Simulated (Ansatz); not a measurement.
Species: sum formula VO2F, net charge 1, doublet state. The spin state was set by rule; other spins were not relaxed. 
Coordinates optimised at B3LYP-D3(BJ)/def2-TZVP (Ansatz, a first-principles code):
```
V
O 1 1.6148
O 1 1.6148 2 96.43
F 1 1.6925 2 112.26 3 117.25
```
Charge +1, spin multiplicity 2.

Parts of the frozen-core correlation energy in STO-3G (Ansatz, hartree). Frozen orbitals: 12; correlated occupied orbitals by spin: 12 and 11; virtual: 9 and 10. Open shells are spin-unrestricted. No spin-orbit coupling. Non-relativistic. The program attaches cautions to this run: large difference.

```json
[
 {"term": "reference (HF)", "value": "-1178.77189"},
 {"term": "MP2 opposite-spin", "value": "___"},
 {"term": "MP2 same-spin", "value": "-0.08127"},
 {"term": "CCSD correlation", "value": "___"},
 {"term": "(T)", "value": "___"},
 {"term": "T1 diagnostic", "value": "0.083"},
 {"term": "largest doubles amplitude", "value": "0.087"},
 {"term": "<S^2> of the reference", "value": "1.476"}
]
```

Question: What belongs in the gaps?

Answer: 
- MP2 opposite-spin, value: -0.15694
- CCSD correlation, value: -0.29119
- (T), value: -0.03303
